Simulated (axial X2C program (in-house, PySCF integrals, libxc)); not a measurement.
# Bond lengths and stretching modes, held linear, of ClRuCl⁺

Computed with an in-house all-electron X2C program for linear molecules (integrals from PySCF): two-component X2C with atomic mean-field Coulomb and Gaunt terms, Gaussian nuclei, basis Cl dyall-av3z, Ru dyall-v3z with contracted cores. Spin-free rows use the one-electron spin-free X2C Hamiltonian.

Masses Cl 34.969, Ru 101.904, Cl 34.969 u. States: 2c Ω = 5/2 (beyond evenly filled blocks: ω = 5/2); spin-free M_S = 5/2, Λ = 0 (beyond evenly filled blocks: σα, π+α, π-α, δ+α, δ-α).

HF, 2c: energies above the lowest point

```json
{"r(Cl–Ru) (Å)": "2.1353", "r(Ru–Cl) (Å)": "2.1353", "E (meV)": "169.69"}
{"r(Cl–Ru) (Å)": "2.1353", "r(Ru–Cl) (Å)": "2.1900", "E (meV)": "87.35"}
{"r(Cl–Ru) (Å)": "2.1353", "r(Ru–Cl) (Å)": "2.2447", "E (meV)": "74.91"}
{"r(Cl–Ru) (Å)": "2.1900", "r(Ru–Cl) (Å)": "2.1353", "E (meV)": "87.35"}
{"r(Cl–Ru) (Å)": "2.1900", "r(Ru–Cl) (Å)": "2.1900", "E (meV)": "10.49"}
{"r(Cl–Ru) (Å)": "2.1900", "r(Ru–Cl) (Å)": "2.2447", "E (meV)": "3.00"}
{"r(Cl–Ru) (Å)": "2.1900", "r(Ru–Cl) (Å)": "2.2995", "E (meV)": "51.34"}
{"r(Cl–Ru) (Å)": "2.2447", "r(Ru–Cl) (Å)": "2.1353", "E (meV)": "74.91"}
{"r(Cl–Ru) (Å)": "2.2447", "r(Ru–Cl) (Å)": "2.1900", "E (meV)": "3.00"}
{"r(Cl–Ru) (Å)": "2.2447", "r(Ru–Cl) (Å)": "2.2447", "E (meV)": "0.00"}
{"r(Cl–Ru) (Å)": "2.2995", "r(Ru–Cl) (Å)": "2.1900", "E (meV)": "51.34"}
{"r(Cl–Ru) (Å)": "2.2995", "r(Ru–Cl) (Å)": "2.2995", "E (meV)": "108.66"}
```

**Question.** Fit a quadratic surface with cubic terms in each bond: where is the minimum, and what are the two stretching wavenumbers?

**Answer.** At HF, 2c: bonds 2.221 and 2.221 Å; harmonic stretches 413.7 and 499.1 cm⁻¹; force constants 3.28, 3.28 and coupling 0.24 mdyn/Å.

The other levels and Hamiltonians give:

```json
{"Hamiltonian": "2c", "level": "PBE0", "r(Cl–Ru) (Å)": "2.192", "r(Ru–Cl) (Å)": "2.192", "lower stretch (cm⁻¹)": "398.7", "upper stretch (cm⁻¹)": "493.2"}
{"Hamiltonian": "2c", "level": "BHandHLYP", "r(Cl–Ru) (Å)": "2.198", "r(Ru–Cl) (Å)": "2.198", "lower stretch (cm⁻¹)": "407.3", "upper stretch (cm⁻¹)": "502.0"}
{"Hamiltonian": "2c", "level": "MP2", "r(Cl–Ru) (Å)": "2.176", "r(Ru–Cl) (Å)": "2.176", "lower stretch (cm⁻¹)": "420.1", "upper stretch (cm⁻¹)": "512.5"}
{"Hamiltonian": "spin-free", "level": "PBE0", "r(Cl–Ru) (Å)": "2.193", "r(Ru–Cl) (Å)": "2.193", "lower stretch (cm⁻¹)": "400.2", "upper stretch (cm⁻¹)": "493.0"}
{"Hamiltonian": "spin-free", "level": "HF", "r(Cl–Ru) (Å)": "2.221", "r(Ru–Cl) (Å)": "2.221", "lower stretch (cm⁻¹)": "414.1", "upper stretch (cm⁻¹)": "499.2"}
{"Hamiltonian": "spin-free", "level": "BHandHLYP", "r(Cl–Ru) (Å)": "2.199", "r(Ru–Cl) (Å)": "2.199", "lower stretch (cm⁻¹)": "408.7", "upper stretch (cm⁻¹)": "501.8"}
{"Hamiltonian": "spin-free", "level": "MP2", "r(Cl–Ru) (Å)": "2.176", "r(Ru–Cl) (Å)": "2.176", "lower stretch (cm⁻¹)": "420.6", "upper stretch (cm⁻¹)": "512.6"}
```

Each state is one determinant, the lowest of a limited PBE0 search; the stretches come from a fit to these few points and carry an uncertainty of a few per cent. Other orders of the atoms were not compared. MP2 freezes inner shells (threshold -2 hartree). The molecule was held linear; bending was not examined, so a bent shape may lie lower. Note: several unpaired electrons, one determinant need not be a pure state.
